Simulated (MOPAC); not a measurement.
Input for MOPAC: PM7 on TaB, 2S+1 = 3, a spin state set in the input, which need not be the lowest, a point of a bond scan (R = 2.165 Å).

```
PM7 1SCF PRECISE CHARGE=0 UHF MS=1 THREADS=1
BTa

Ta     0.00000000 1     0.00000000 1     0.00000000 1
B      0.00000000 1     0.00000000 1     2.16466100 1
```

Output:

```
*******************************************************************************
 **                                                                           **
 **                              MOPAC v23.2.5                                **
 **                                                                           **
 *******************************************************************************
 ** MOPAC's Digital Object Identifier: https://doi.org/10.5281/zenodo.6511958 **
 **                                                                           **
 ** Please cite the open-source release paper for use of this MOPAC version:  **
 ** J. E. Moussa and J. J. P. Stewart (2026)                                  **
 ** MOPAC: An open-source semiempirical molecular orbital program             **
 ** J. Open Source Softw., 11(119), 8025, https://doi.org/10.21105/joss.08025 **
 *******************************************************************************

                              PM7 CALCULATION RESULTS

 *******************************************************************************
 *  PM7        - The PM7 Hamiltonian to be used
 *  UHF        - UNRESTRICTED HARTREE-FOCK CALCULATION
 *
 *
 *
 *                 CHARGE ON SYSTEM = 0
 *
 *
 *
 *  MS=        - IN MECI, MAGNETIC COMPONENT OF SPIN =  1.0
 *  PRECISE    - TIGHTER CRITERIA TO BE USED
 *  1SCF       - DO 1 SCF AND THEN STOP
 *  THREADS=1  - MULTI-THREADING NOT USED
 *  T=         - A TIME OF 172800.0 SECONDS REQUESTED
 *  DUMP=N     - RESTART FILE WRITTEN EVERY 7200.0 SECONDS REQUESTED
 *******************************************************************************
PM7 1SCF PRECISE CHARGE=0 UHF MS=1 THREADS=1
 BTa

   ATOM   CHEMICAL          X               Y               Z
  NUMBER   SYMBOL      (ANGSTROMS)     (ANGSTROMS)     (ANGSTROMS)

     1      Ta          0.00000000  *   0.00000000  *   0.00000000  *
     2       B          0.00000000  *   0.00000000  *   2.16466100  *



          CARTESIAN COORDINATES

    NO.       ATOM           X           Y           Z

     1        Ta          0.0000      0.0000      0.0000
     2         B          0.0000      0.0000      2.1647

 General Reference for PM7:
 "Optimization of Parameters for Semiempirical Methods VI: More Modifications to the
 NDDO Approximations and Re-optimization of Parameters", J. J. P. Stewart, J. Mol. Mod., 1:32, 19 (2013)
 https://link.springer.com/article/10.1007/s00894-012-1667-x

           Empirical Formula: Ta B  =     2 atoms



      MOLECULAR POINT GROUP   :   C*v


          UHF CALCULATION, NO. OF ALPHA ELECTRONS =    5
                           NO. OF BETA  ELECTRONS =    3


 ALL CONVERGERS ARE NOW FORCED ON
 SHIFT=10, PULAY ON, CAMP-KING ON
 AND ITERATION COUNTER RESET



 -------------------------------------------------------------------------------
 PM7 1SCF PRECISE CHARGE=0 UHF MS=1 THREADS=1
 BTa



     1SCF WAS SPECIFIED, SO BFGS WAS NOT USED
     SCF FIELD WAS ACHIEVED


                              PM7 CALCULATION
                                                       MOPAC v23.2.5 Linux




          FINAL HEAT OF FORMATION =        191.89134 KCAL/MOL =     802.87335 KJ/MOL


          COSMO AREA              =        100.59 SQUARE ANGSTROMS
          COSMO VOLUME            =         89.86 CUBIC ANGSTROMS

          IONIZATION POTENTIAL    =          7.071610 EV
          ALPHA SOMO LUMO (EV)    =         -7.496 -0.419
          BETA  SOMO LUMO (EV)    =         -7.072 -1.367
          NO. OF ALPHA ELECTRONS  =          5
          NO. OF BETA  ELECTRONS  =          3
          MOLECULAR WEIGHT        =        191.7579         POINT GROUP:  C*v

          MOLECULAR DIMENSIONS (Angstroms)

            Atom       Atom       Distance
            B     2   Ta     1     2.16466
            B     2   Ta     1     0.00000
           Ta     1    B     2     0.00000


          SCF CALCULATIONS        =          1





   ATOM   CHEMICAL          X               Y               Z
  NUMBER   SYMBOL      (ANGSTROMS)     (ANGSTROMS)     (ANGSTROMS)

     1      Ta          0.00000000  *   0.00000000  *   0.00000000  *
     2       B          0.00000000  *   0.00000000  *   2.16466100  *

                             CARTESIAN COORDINATES

   1   Ta        0.000000000     0.000000000     0.000000000
   2    B        0.000000000     0.000000000     2.164661000


           Empirical Formula: Ta B  =     2 atoms



      MOLECULAR POINT GROUP   :   C*v


          ALPHA EIGENVALUES
 -11.41984  -8.49516  -7.90628  -7.68404  -7.49552  -0.41852  -0.06104   1.30848
   1.82736   4.33964  24.31008  24.72498  24.86522


           BETA EIGENVALUES
 -11.42497  -8.15144  -7.07161  -1.36745  -0.47679   0.80596   1.28763   1.84276
   3.47160   5.26946  26.69999  27.05767  27.37822


              NET ATOMIC CHARGES AND DIPOLE CONTRIBUTIONS

  ATOM NO.   TYPE          CHARGE      No. of ELECS.   s-Pop       p-Pop       d-Pop
    1         Ta          -0.082737        5.0827     1.74621     0.00031     3.33622
    2          B           0.082737        2.9173     1.43663     1.48063
 DIPOLE           X         Y         Z       TOTAL
 POINT-CHG.     0.000     0.000     0.860     0.860
 HYBRID         0.000    -0.000    -0.752     0.752
 SUM            0.000    -0.000     0.108     0.108


          ATOMIC ORBITAL ELECTRON POPULATIONS

     Atom    s        px        py        pz      x^2-y^2     xz        z^2       yz        xy
    1 Ta   1.74621   0.00003   0.00001   0.00026   1.00007   1.02076   0.54742   0.76798   0.00000
    2  B   1.43663   0.97921   0.23201   0.26941


                    (SZ)    =    1.000000
                    (S**2)  =    2.253262


          ATOMIC ORBITAL SPIN POPULATIONS

    Atom   Total    s     px     py     pz   x^2-y^2  xz     z^2    yz     xy
         Atomic
    1 Ta  2.2879  0.126  0.000  0.000  0.000  1.000  0.229  0.166  0.768  0.000
    2  B -0.2879 -0.143 -0.229  0.232 -0.148

 **********************
 *                    *
 * JOB ENDED NORMALLY *
 *                    *
 **********************




 == MOPAC DONE ==
```

The run finished. Its determinant has ⟨S²⟩ = 2.25, a mixture of spin states.

Cost: very roughly 0.13 core-seconds.
